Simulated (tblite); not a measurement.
C₃H₇O, doublet, geometry from GFN2-xTB; GFN1-xTB in tblite.

Input for tblite:
```
$ tblite run mol.xyz --method gfn1 --charge 0 --spin 1 --etemp 2000 --json tblite.json --no-restart

# file mol.xyz
11

C      1.42045454    -0.07797504     0.80082338
C      0.62253858    -0.57672706    -0.33257488
O     -0.40465608     0.29361071    -0.75241760
C     -1.46210153     0.39205968     0.16817499
H      2.09719935    -0.73733592     1.30573689
H      1.43775174     0.97000712     1.02387976
H      1.25461016    -0.70377724    -1.22987282
H      0.20594725    -1.57534352    -0.09935914
H     -1.11764065     0.75992211     1.14103815
H     -2.17690498     1.09473276    -0.25503038
H     -1.94906388    -0.58123639     0.31440752
```

Output, abridged:

```
xTB calculator
 | screened Coulomb repulsion
 | Coulomb electrostatics
 |  * isotropic Klopman-Ohno-Mataga-Nishimoto electrostatics
 |  * onsite third-order electrostatics
 | DFT-D3(BJ) dispersion correction

halogen bonding energy    0.0000000000000E+00 Eh
repulsion energy          1.5053119106918E-01 Eh
dispersion energy        -2.7602316711466E-03 Eh
number of electrons       2.5000000000000E+01 e
integral cutoff           1.9731147476801E+01 bohr

------------------------------------------------------------
  cycle        total energy    energy error   density error
------------------------------------------------------------
      1     -14.63275058816  -1.4780522E+01   5.5115642E-01
      2     -14.72345861699  -9.0708029E-02   3.1858843E-01
      3     -14.72468209121  -1.2234742E-03   7.7902733E-02
      4     -14.72616491638  -1.4828252E-03   6.5003632E-03
      5     -14.72622488720  -5.9970815E-05   1.8010854E-03
      6     -14.72623038074  -5.4935389E-06   3.9709364E-04
      7     -14.72623064921  -2.6846951E-07   1.3057900E-04
      8     -14.72623068207  -3.2863110E-08   1.2925119E-05
------------------------------------------------------------

electronic energy        -1.4874001641468E+01 Eh
total energy             -1.4726230682070E+01 Eh

Post processing:
 | Mayer-Wiberg bond orders

[Info] JSON dump of results written to 'tblite.json'
```
